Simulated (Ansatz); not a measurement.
Ansatz (a quantum-chemistry and plane-wave program) input (CCSD(T)/aug-cc-pV(D+d)Z):
A basis named .json is the Basis Set Exchange file of that set.

Ansatz 0.2 input:
```yaml
crystal:
  periodic: [false, false, false]
  atoms:
    - {symbol: C, position_ang: [-3.16485566, 1.30615058, -0.65355544]}
    - {symbol: C, position_ang: [-2.11864650, 0.69678409, 0.27383588]}
    - {symbol: C, position_ang: [-1.39167295, -0.49952257, -0.35442526]}
    - {symbol: C, position_ang: [-0.37361252, -1.12308925, 0.53332645]}
    - {symbol: C, position_ang: [0.97159900, -1.50305428, 0.08346783]}
    - {symbol: S, position_ang: [2.28048049, -0.24038992, 0.50118707]}
    - {symbol: C, position_ang: [1.75888351, 1.13459490, -0.55668411]}
    - {symbol: H, position_ang: [-3.67153235, 2.15015890, -0.18247731]}
    - {symbol: H, position_ang: [-2.70816256, 1.66631049, -1.57867446]}
    - {symbol: H, position_ang: [-3.92517583, 0.57026510, -0.92612712]}
    - {symbol: H, position_ang: [-1.38412962, 1.45626447, 0.55621825]}
    - {symbol: H, position_ang: [-2.59198025, 0.37297203, 1.20549920]}
    - {symbol: H, position_ang: [-0.92713331, -0.19492001, -1.29805287]}
    - {symbol: H, position_ang: [-2.15434015, -1.24451067, -0.63374006]}
    - {symbol: H, position_ang: [-0.59882461, -1.21320010, 1.59002606]}
    - {symbol: H, position_ang: [1.01890376, -1.66949193, -0.99421769]}
    - {symbol: H, position_ang: [1.34190229, -2.39800937, 0.58654907]}
    - {symbol: H, position_ang: [2.50465716, 1.91959724, -0.43865160]}
    - {symbol: H, position_ang: [0.78860182, 1.52651674, -0.25691097]}
    - {symbol: H, position_ang: [1.72935662, 0.83310514, -1.60422567]}
basis:
  gaussian:
    orbitals: aug-cc-pV_D+d_Z.json
magnetization: {spin_polarized: true, initial_magnetization: 1}
correlation: {method: ccsd_t, electrons: outside_noble_gas}
output: {forces: true}
```

Output:

```
Functional definition: HF
integrals: 4.82 GiB planned
2830 factors; integrals over basis functions are off by at most 8.6e-4 eV
1.81 GiB of device memory are held for the factors and their scratch space
mean field: 2.70 GiB planned
mean field evaluation 1: about -17198.7506 eV, gradient 3.2e1 eV
mean field evaluation 2: about -17198.7665 eV, gradient 3.2e1 eV
mean field evaluation 4: about -17205.4322 eV, gradient 4.0e0 eV
mean field evaluation 8: about -17205.6289 eV, gradient 2.5e-1 eV
mean field evaluation 16: about -17198.7461 eV, gradient 3.2e1 eV
mean field evaluation 32: about -17200.5002 eV, gradient 4.2e0 eV
mean field evaluation 64: about -17201.0150 eV, gradient 1.4e0 eV
mean field evaluation 96: about -17201.6953 eV, gradient 1.3e0 eV
mean field -17205.63043375 eV, -632.2952560450 hartree, gradient 3.3e-6 eV, S^2 0.769438; 2 other end points of the search recorded, 0 dependent functions left out
11 core orbitals not correlated
reference -17205.63043375 eV, -632.2952560450 hartree; 22, 21 occupied and 254, 255 virtual orbitals, 2830 factors
densities: 49.33 GiB planned
second order -27.69553868 eV of doubles, -0.00000000 eV of singles
coupled cluster: 34.51 GiB planned
cycle   1  -29.41451246 eV  change    -1.7e0 eV  update   1.2e-1
cycle   2  -30.20811437 eV  change   -7.9e-1 eV  update   3.5e-2
cycle   3  -30.35004303 eV  change   -1.4e-1 eV  update   1.6e-2
cycle   4  -30.35151356 eV  change   -1.5e-3 eV  update   5.9e-3
cycle   5  -30.35104225 eV  change    4.7e-4 eV  update   3.2e-3
cycle   6  -30.35129716 eV  change   -2.5e-4 eV  update   1.4e-3
cycle   7  -30.35131504 eV  change   -1.8e-5 eV  update   6.7e-4
cycle   8  -30.35144619 eV  change   -1.3e-4 eV  update   3.3e-4
cycle   9  -30.35141045 eV  change    3.6e-5 eV  update   1.6e-4
cycle  10  -30.35134155 eV  change    6.9e-5 eV  update   7.0e-5
cycle  11  -30.35138598 eV  change   -4.4e-5 eV  update   3.4e-5
cycle  12  -30.35140085 eV  change   -1.5e-5 eV  update   1.7e-5
cycle  13  -30.35141055 eV  change   -9.7e-6 eV  update   8.1e-6
cycle  14  -30.35141406 eV  change   -3.5e-6 eV  update   3.8e-6
cycle  15  -30.35141280 eV  change    1.3e-6 eV  update   1.7e-6
perturbative correction -1.08059921 eV, -0.0397112886 hartree
the calculation of the forces begins
1.81 GiB of device memory are held for the factors and their scratch space
Total energy: -17237.06244575 eV, -633.4503611809 hartree
Atom 0 at    -3.164856     1.306151    -0.653555 Å, force     0.050451    -0.042862     0.013831 eV/Å
Atom 1 at    -2.118647     0.696784     0.273836 Å, force     0.040283    -0.046761    -0.042204 eV/Å
Atom 2 at    -1.391673    -0.499523    -0.354425 Å, force    -0.212903     0.109560    -0.098047 eV/Å
Atom 3 at    -0.373613    -1.123089     0.533326 Å, force    -0.152730     0.034847     0.151323 eV/Å
Atom 4 at     0.971599    -1.503054     0.083468 Å, force     0.441721     0.215758    -0.039071 eV/Å
Atom 5 at     2.280480    -0.240390     0.501187 Å, force     0.229843    -0.135774     0.249814 eV/Å
Atom 6 at     1.758884     1.134595    -0.556684 Å, force    -0.020140    -0.220672     0.103241 eV/Å
Atom 7 at    -3.671532     2.150159    -0.182477 Å, force    -0.218395     0.370149     0.216941 eV/Å
Atom 8 at    -2.708163     1.666310    -1.578674 Å, force     0.216760     0.159973    -0.404260 eV/Å
Atom 9 at    -3.925176     0.570265    -0.926127 Å, force    -0.334935    -0.338193    -0.107848 eV/Å
Atom 10 at    -1.384130     1.456264     0.556218 Å, force     0.338842     0.340774     0.111711 eV/Å
Atom 11 at    -2.591980     0.372972     1.205499 Å, force    -0.212420    -0.158408     0.404494 eV/Å
Atom 12 at    -0.927133    -0.194920    -1.298053 Å, force     0.230925     0.157169    -0.419013 eV/Å
Atom 13 at    -2.154340    -1.244511    -0.633740 Å, force    -0.303058    -0.297935    -0.105483 eV/Å
Atom 14 at    -0.598825    -1.213200     1.590026 Å, force    -0.108160    -0.051683     0.525857 eV/Å
Atom 15 at     1.018904    -1.669492    -0.994218 Å, force     0.009251    -0.077103    -0.514326 eV/Å
Atom 16 at     1.341902    -2.398009     0.586549 Å, force     0.149762    -0.412279     0.232552 eV/Å
Atom 17 at     2.504657     1.919597    -0.438652 Å, force     0.335211     0.365901     0.050048 eV/Å
Atom 18 at     0.788602     1.526517    -0.256911 Å, force    -0.476816     0.179094     0.155284 eV/Å
Atom 19 at     1.729357     0.833105    -1.604226 Å, force    -0.003494    -0.151553    -0.484845 eV/Å
Dipole moment:    -0.309578     0.053857    -0.208151 e Å
```

It need not be the lowest isomer of its formula.
